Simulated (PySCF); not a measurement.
**Two-component Hartree-Fock for Sn³²⁺ (tin, charge +32)**

Start: [Ar]. Calculated with PySCF 2.14 in an uncontracted even-tempered set (19 s from 5.5 bohr⁻², ratio 2.4; 14 p from 7.2 bohr⁻², ratio 2.4; 5 d from 30 bohr⁻², ratio 2.6; 4 f from 45 bohr⁻², ratio 2.6): generalised Hartree-Fock with the X2C-1e Hamiltonian and a Gaussian nucleus; one run each with spin-orbit coupling (SO) switched off, then screened by Boettger's factors.

```
spinor shell  electrons  ε, spin-free (eV)  ε, screened SO (eV)  weight of nominal j (screened SO)  rms radius, screened SO (bohr)
       1s1/2          2           -30996.1             -30993.8                              1.000                          0.0333
       2s1/2          2            -6129.8              -6129.1                              1.000                           0.134
       2p1/2          2            -5668.7              -5831.5                              1.000                           0.116
       2p3/2          4            -5668.7              -5594.5                              1.000                           0.121
       3s1/2          2            -2252.0              -2251.8                              1.000                           0.330
       3p1/2          2            -2094.1              -2131.9                              1.000                           0.319
       3p3/2          4            -2094.1              -2076.7                              1.000                           0.327
```

| quantity | spin-free | screened SO |
| --- | --- | --- |
| E (hartree) | -5417.53305 | -5419.00331 |
| M_J | 0 | 0 |
| ⟨J²⟩ | 0.000 | 0.000 |
| ⟨L²⟩ | 0.000 | 0.010 |
| ⟨S²⟩ | 0.000 | 0.010 |

Breit and QED terms are absent; they matter most for the inner s and p1/2 levels.

Densities and radii are taken from the X2C orbitals without a picture-change correction, which distorts them close to the nucleus.

Without spin-orbit coupling the j labels of p, d and f shells carry no meaning; the spin-free column gives the mean over the occupied spinors of each nl shell.
